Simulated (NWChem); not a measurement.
AuH$_{3}$O$_{2}$; SMILES [Au]([OH])<-[OH2]

```xyz
6

Au     0.0093    -0.0458    -0.0009
O     -0.1049    -1.9945     0.0088
H      0.8231    -2.2988    -0.0632
O      0.0280     2.1232    -0.0026
H     -0.3984     2.4432     0.8178
H     -0.5416     2.4454    -0.7299
```
Atoms are numbered in this order, from 1.

All runs: NWChem. Medium grid unless said otherwise, to which SCAN and Minnesota functionals are sensitive. The geometry was optimised at PBE-D3(BJ)/def2-SVP. def2 effective core potentials on Au; no spin-orbit coupling.

**Question.** Order these by “orbital gap (eV)”, lowest first: RPBE/def2-SVP; B3LYP/def2-SVP; MN15/def2-SVP; M06-L/def2-SVP.

**Answer.** RPBE/def2-SVP (2.93), M06-L/def2-SVP (3.58), B3LYP/def2-SVP (4.83), MN15/def2-SVP (7.11)
